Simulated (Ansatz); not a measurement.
`F[SiH](S)[GaH2]` and `F[SiH](S)[O][GaH2]` differ in one atom or group.

Ansatz, PBE0-D4/def2-TZVP geometries, multiplicity 1. Each molecule was computed in one conformer, which needn't be the lowest. `F[SiH](S)[O][GaH2]` holds a close contact that its SMILES doesn't draw: Ga···S 2.65 Å.

Scalar relativity is left out up to krypton.

```json
{"property": "HOMO energy (ωB97M-V/def2-TZVPP) / eV", "`F[SiH](S)[GaH2]`": "-9.49"}
{"property": "size of the dipole moment (PBE/def2-TZVPP) / D", "`F[SiH](S)[GaH2]`": "1.14"}
{"property": "LUMO energy (PBE0/def2-TZVPP) / eV", "`F[SiH](S)[GaH2]`": "-2.37"}
{"property": "LUMO energy (B3LYP/def2-TZVPP) / eV", "`F[SiH](S)[GaH2]`": "-2.61"}
{"property": "HOMO–LUMO gap (PBE0/def2-TZVPP) / eV", "`F[SiH](S)[GaH2]`": "5.11"}
{"property": "ideal-gas entropy at 298 K and 1 bar (rigid rotor, harmonic PBE0-D4/def2-TZVP) / J/(mol·K)", "`F[SiH](S)[GaH2]`": "367"}
```

Problem. Give the same properties after the change, and the shifts. (Best estimate.)

Solution. Ansatz gave: 
```csv
property,`F[SiH](S)[O][GaH2]`,shift
HOMO energy (ωB97M-V/def2-TZVPP) / eV,-10.66,-1.17
size of the dipole moment (PBE/def2-TZVPP) / D,2.10,0.96
LUMO energy (PBE0/def2-TZVPP) / eV,-0.54,1.83
LUMO energy (B3LYP/def2-TZVPP) / eV,-0.79,1.82
HOMO–LUMO gap (PBE0/def2-TZVPP) / eV,7.86,2.75
"ideal-gas entropy at 298 K and 1 bar (rigid rotor, harmonic PBE0-D4/def2-TZVP) / J/(mol·K)",367,0
```

With PBE0 the HOMO falls by 0.92 eV and the LUMO rises by 1.83 eV, so the gap widens by about 2.75 eV. PBE moves the HOMO by -0.66 eV and ωB97M-V by -1.17 eV. The zero-point energy changes by 15.3 kJ/mol with +3 modes. Dipoles are sizes alone; their direction can turn.

Positive LUMOs are unbound, so they and the gaps depend on the basis.

B3LYP here is the variant with VWN-RPA as its local correlation; programs differ in this.
